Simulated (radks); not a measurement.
Values are calculated unless marked as measured or tabulated.
Task: The lead ion Pb4+, 78 electrons, occupied as [Xe] 4f14 5d10. Code: a radial shooting solver on a logarithmic mesh with Libxc functionals. Model: scalar-relativistic Kohn-Sham, BLYP, spin-polarised, spherical densities, finite nucleus; Fermi nuclear charge, rms radius 5.5012 fm. Some entries of the table are withheld. Estimate them.

| orbital | occ. | eigenvalue (eV) | <r^2> (bohr^2) |
|---|---|---|---|
| 1s | 2 | -88124.09 | 0.0003574 |
| 2s | 2 | -15797.64 | 0.005422 |
| 2p | 6 | (1) | 0.004617 |
| 3s | 2 | -3823.631 | 0.03487 |
| 3p | 6 | -3182.546 | 0.03612 |
| 3d | 10 | -2526.898 | 0.02992 |
| 4s | 2 | -897.3788 | 0.1666 |
| 4p | 6 | -687.1708 | (2) |
| 4d | 10 | -443.3866 | (3) |
| 5s | 2 | -185.2407 | (4) |
| 4f | 14 | -174.2201 | 0.2465 |
| 5p | 6 | -126.8806 | 1.069 |
| 5d | 10 | -61.4885 | 1.832 |
| 6s | 0 | -48.2252 | (5) |
| 6p | 0 | -35.9039 | 6.653 |

Result: 
(1) 2p eigenvalue (eV): -13563.07
(2) 4p <r^2> (bohr^2): 0.1909
(3) 4d <r^2> (bohr^2): 0.2143
(4) 5s <r^2> (bohr^2): 0.8145
(5) 6s <r^2> (bohr^2): 4.607
